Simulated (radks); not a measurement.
Sb VI, 46 electrons, occupied as [Kr] 4d10. All-electron calculation, scalar-relativistic Kohn-Sham, BLYP, spin-polarised, spherical densities, finite nucleus; Fermi nuclear charge, rms radius 4.6802 fm. Program: a radial shooting solver on a logarithmic mesh with Libxc functionals.

Unscreened Slater integrals over Kohn-Sham orbitals (hartree). They are taken over the spin-up orbitals.

F0(4d,4d): 0.89955
F2(4d,4d): 0.45534
F4(4d,4d): 0.30143
F0(4d,4p): 0.96971
F2(4d,4p): 0.49114
G1(4d,4p): 0.62436
G3(4d,4p): 0.38575
F0(4d,4s): 0.99781
G2(4d,4s): 0.47267
F0(4p,4p): 1.0594
F2(4p,4p): 0.55621
F0(4p,4s): 1.0964
G1(4p,4s): 0.74577
F0(4s,4s): 1.1381
